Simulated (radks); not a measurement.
Effect of the nuclear size on the tellurium ion Te38+, [Ne] 3s2 3p2. Calculated with a radial shooting solver on a logarithmic mesh with Libxc functionals: Dirac Kohn-Sham, LDA (Slater exchange, Perdew-Wang correlation), spin-unpolarised, spherical densities, finite nucleus; open shells are shared between the two j in proportion to 2j + 1; Fermi nuclear charge, rms radius 4.7423 fm. The rms radius is varied about that value; shifts are against it.

rms radius (fm)	total energy shift (eV)	density at nucleus (e/bohr^3)	1s1/2 shift (meV)	2s1/2 shift (meV)	2p1/2 shift (meV)	3s1/2 shift (meV)	3p1/2 shift (meV)	3p3/2 shift (meV)	4s1/2 (empty) shift (meV)
3.8223	-1.87	2.364e+05	-781	-93.3	3.52	-23.6	0.916	1.54	-9.13
4.4293	-0.675	2.307e+05	-281	-33.6	1.27	-8.52	0.330	0.555	-3.29
4.7423	0	2.281e+05	0.000	0.000	0.000	0.000	0.000	0.000	0.000
4.9178	0.395	2.267e+05	165	19.7	-0.742	4.99	-0.193	-0.325	1.93
5.5011	1.79	2.226e+05	748	89.4	-3.37	22.6	-0.877	-1.48	8.75

Slopes of the eigenvalues against <r^2> in GHz/fm^2, as finite differences over the two radii next to the reference (eigenvalue slopes, not the field-shift constants of lines): 1s1/2 23600, 2s1/2 2820, 2p1/2 -106, 3s1/2 715, 3p1/2 -27.7, 3p3/2 -46.6, 4s1/2 (empty) 276.
